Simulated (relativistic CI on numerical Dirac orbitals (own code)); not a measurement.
**The 61-electron sequence from Pm to Yb9+**

Method of calculation: Dirac-Coulomb-Breit CI, separate exchange-only KLI orbitals for each configuration, a model potential for QED, unscaled Slater integrals (own radial code, finite nucleus).

CI space (outside the closed core [Kr] 4d10): 4f13 5s2, 4f14 5s, 4f7 5s2 5p6, 4f12 5s2 5p, 4f13 5s 5p, 4f13 5p2, 4f12 5s 5p2. The list is cut by size and lacks configurations that can hold low levels.

Energies above each ion's lowest level, in cm⁻¹. Levels are followed by their leading LS label, which can pass from one level to another where the coupling changes.

```csv
Ion,4f7 5s2 5p6 8S°_7/2,4f7 5s2 5p6 6P°_5/2,4f7 5s2 5p6 6P°_3/2,4f7 5s2 5p6 6I°_7/2,4f7 5s2 5p6 6I°_9/2,4f7 5s2 5p6 6I°_11/2,4f7 5s2 5p6 6I°_13/2
Pm,0.0,18755.5,18923.5,19360.6,19687.4,20160.0,20755.0
Sm+,0.0,28108.7,28377.7,30113.2,30319.8,30506.3,30641.5
Eu2+,0.0,33757.8,34128.5,36186.6,36420.1,36615.4,36732.9
Gd3+,0.0,38240.8,38740.3,40972.3,41269.5,41509.5,41640.9
Tb4+,0.0,42108.3,42765.5,45095.7,45484.5,45792.0,45953.1
Dy5+,0.0,45571.1,46417.4,48785.4,49295.8,49693.8,49898.3
Ho6+,0.0,48737.4,49807.1,52153.6,52820.1,53334.2,53596.1
Er7+,0.0,51669.5,52999.4,55260.1,56122.9,56782.7,57117.4
Tm8+,0.0,54408.2,56038.5,58140.2,59245.5,60085.7,60510.0
Yb9+,,,,,,,
```

In the calculation the lowest level changes from 4f7 5s2 5p6 8S°_7/2 to 4f12 5s2 5p 4G°_11/2 at Yb9+.

For Pm NIST ASD gives another ground level, 4f5 6s2 6H°5/2.

For Sm+ NIST ASD gives another ground level, 4f6 (7F) 6s 8F1/2.

For Dy5+ NIST ASD gives another ground level, 4f8 5s2 5p5 °.

For Ho6+ NIST ASD gives another ground level, 4f9 5s2 5p4 °.

For Er7+ NIST ASD gives another ground level, 4f10 5s2 5p3 °.

For Tm8+ NIST ASD gives another ground level, 4f11 5s2 5p2 °.

The members near neutrality are the least accurate: they can be off by several eV, miss lower levels of configurations outside the list, or start from a wrong lowest level.
